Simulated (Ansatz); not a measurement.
A further run on ScBr3.

```yaml
crystal:
  periodic: [false, false, false]
  atoms:
    - {symbol: Sc, position_ang: [-0.000151, -0.000090, 0.001510]}
    - {symbol: Br, position_ang: [2.413052, -0.025200, 0.011570]}
    - {symbol: Br, position_ang: [-1.184258, 2.102788, -0.016425]}
    - {symbol: Br, position_ang: [-1.228644, -2.077508, 0.003345]}
basis:
  gaussian: {orbitals: def2-mTZVP}
hamiltonian: {xc: {name: SPW92}}
scf: {lower_state_search: off}
```

```sh
$ ansatz run in.yaml --threads 4 --pin off --events-out ev --progress --plain --max-ram 3916MiB
```

It prints (some lines left out):

```
Functional definition: SPW92
  name "SPW92"
  cite "Dirac, Proc. Camb. Phil. Soc. 26, 376 (1930) doi:10.1017/S0305004100016108"
  cite "Slater, Phys. Rev. 81, 385 (1951) doi:10.1103/PhysRev.81.385"
  cite "Perdew & Wang, Phys. Rev. B 45, 13244 (1992) doi:10.1103/PhysRevB.45.13244"
  exchange = slater_x
  correlation = pw_c
these checks for a lower state are left out or cut short: stability, starts, cluster_reference, orbital_swaps, neighbouring_geometries, increment
1520 factors; their error is unknown
mean field evaluation 1: about -230501.5301 eV, gradient 2.3e1 eV
mean field evaluation 2: about -230501.6734 eV, gradient 1.8e1 eV
mean field evaluation 4: about -230502.5291 eV, gradient 4.3e0 eV
mean field evaluation 8: about -230502.4568 eV, gradient 1.0e-1 eV
mean field evaluation 16: about -230502.4568 eV, gradient 3.8e-6 eV
mean field -230502.45679382 eV, -8470.8090469960 hartree, gradient 3.8e-6 eV, S^2 0.000000; 0 other end points of the search recorded, 0 dependent functions left out
reference -230502.45683436 eV, -8470.8090484857 hartree; 63, 63 occupied and 78, 78 virtual orbitals, 1520 factors
Total energy: -230502.45683436 eV, -8470.8090484857 hartree
Checks for a lower state left out: stability, starts, cluster_reference, orbital_swaps, neighbouring_geometries, increment
```

It took 1.2 s on 4 threads of AMD EPYC 7R43 on a shared host.
